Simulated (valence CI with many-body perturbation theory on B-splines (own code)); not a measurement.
The numbers below are computed, except where a source is named.
**Au73+: magnetic and hyperfine properties of the levels**

Method: relativistic CI+MBPT: four valence electrons over a frozen Dirac-Fock core [He], radial functions for each j: 11 s, 11 p, 9 d, 7 f, 5 g, 2 h, 1 i, with the one-electron correlation potential Σ1 (screened to all orders), the two-electron term Σ2, the three-electron term Σ3, Breit, model QED; selected single and double excitations, second order for the rest (own B-spline code, finite nucleus).

The last digits are not significant, and no measured levels were compared; by estimate large intervals hold to a few tenths of a per cent, small ones and those within an open d or f shell to about a per cent. Among the levels kept, up to 300 cm⁻¹ of a level comes from second order outside the variational space, and about a tenth of that is noise between levels of different J, which matters for small intervals.

A/g_I is the dipole constant over the nuclear g factor μ/I (μ in nuclear magnetons, uniformly magnetised nucleus), B/Q the quadrupole constant per barn. Both hold the static response of the core; the bare values leave it out. Large factors of s and p1/2 electrons are usually good to 5 to 10 %; those of open d and f shells near neutrality can be off by tens of per cent, and small factors of p3/2, d and f electrons come from cancelling terms and can be off by a factor of two or in sign, in half-filled shells by more. B is blank for J = 1/2, where it vanishes, and for nearly pure S terms. Energies count from the lowest level. Levels with J = 0 are left out.

Levels are named by their leading jj configuration (3d3/2^4 stands for four electrons in 3d with j = 3/2), which in mixed levels can hold well under half, so a name can repeat and another be missing. Letters in brackets count levels of one name in rising energy.

```
                     Level  E (eV)      g  A/g_I (MHz)  A/g_I bare  B/Q (MHz/b)  B/Q bare
    (2s^2 2p1/2 2p3/2) J=1    1916  1.464     -1300000    -1270000      1050000   1050000
    (2s^2 2p1/2 2p3/2) J=2    1934  1.126      3380000     3390000      2000000   2000000
    (2s 2p1/2^2 2p3/2) J=2    2253  1.479      8580000     8530000      2030000   2030000
    (2s 2p1/2^2 2p3/2) J=1    2350  1.111     -6540000    -6420000      1150000   1150000
        (2s^2 2p3/2^2) J=2    3879  1.287      1050000     1070000        87600     87700
(2s 2p1/2 2p3/2^2) J=2 [a]    4139  1.542      6020000     5990000       258000    259000
    (2s 2p1/2 2p3/2^2) J=3    4184  1.287      7670000     7630000        -5860     -5900
(2s 2p1/2 2p3/2^2) J=1 [a]    4280  1.296     -8140000    -8000000      -515000   -516000
(2s 2p1/2 2p3/2^2) J=2 [b]    4289  1.039      -646000     -587000      -180000   -180000
(2s 2p1/2 2p3/2^2) J=1 [b]    4294  1.282     2.01e+07    1.99e+07       300000    301000
     (2p1/2^2 2p3/2^2) J=2    4645  1.298       989000     1030000        84200     84300
          (2s 2p3/2^3) J=2    6168  1.433      8680000     8620000     -2120000  -2130000
          (2s 2p3/2^3) J=1    6263  1.145     -6620000    -6500000      -937000   -939000
       (2p1/2 2p3/2^3) J=1    6581  1.464     -1370000    -1300000     -1040000  -1040000
       (2p1/2 2p3/2^3) J=2    6599  1.116      3370000     3390000     -2170000  -2170000
       (2s^2 2p1/2 3s) J=1   12164  1.294      9830000     9770000       -15900    -16000
    (2s^2 2p1/2 3p1/2) J=1   12259  0.626      6840000     6820000        -3780     -3790
       (2s 2p1/2^2 3s) J=1   12471  1.989     2.02e+07    2.00e+07         6020      6020
    (2s 2p1/2^2 3p1/2) J=1   12578  1.324     1.73e+07    1.71e+07        -6820     -6820
    (2s^2 2p1/2 3p3/2) J=2   12850  1.140      2850000     2850000       630000    631000
    (2s^2 2p1/2 3p3/2) J=1   12851  1.494     -2160000    -2140000       317000    318000
    (2s^2 2p1/2 3d3/2) J=2   12920  0.737      2770000     2760000       127000    128000
    (2s^2 2p1/2 3d3/2) J=1   12948  0.825     -2370000    -2360000        56200     56600
    (2s^2 2p1/2 3d5/2) J=2   13081  1.283     -1420000    -1410000       126000    127000
    (2s^2 2p1/2 3d5/2) J=3   13086  1.088      1810000     1800000       120000    121000
    (2s 2p1/2^2 3p3/2) J=2   13163  1.484      7840000     7770000       611000    611000
    (2s 2p1/2^2 3p3/2) J=1   13169  1.142     -7480000    -7390000       323000    323000
    (2s 2p1/2^2 3d3/2) J=1   13233  0.474     -7650000    -7570000        56300     56700
    (2s 2p1/2^2 3d3/2) J=2   13239  1.098      7940000     7860000       109000    110000
    (2s 2p1/2^2 3d5/2) J=3   13390  1.321      5310000     5260000       113000    114000
    (2s 2p1/2^2 3d5/2) J=2   13408  1.036     -5090000    -5040000        93500     94300
```

Q: Take the isotope of mass number 197, with I = 3/2, μ = 0.1452 μN and Q = 0.547 b. What is the hyperfine structure of (2s 2p1/2 2p3/2^2) J=3?

A: From the table A = 742000 MHz, B = -3210 MHz. Shifts from the centre of gravity in MHz: F = 3/2: -4450000, F = 5/2: -2600000, F = 7/2: 1600, F = 9/2: 3340000.
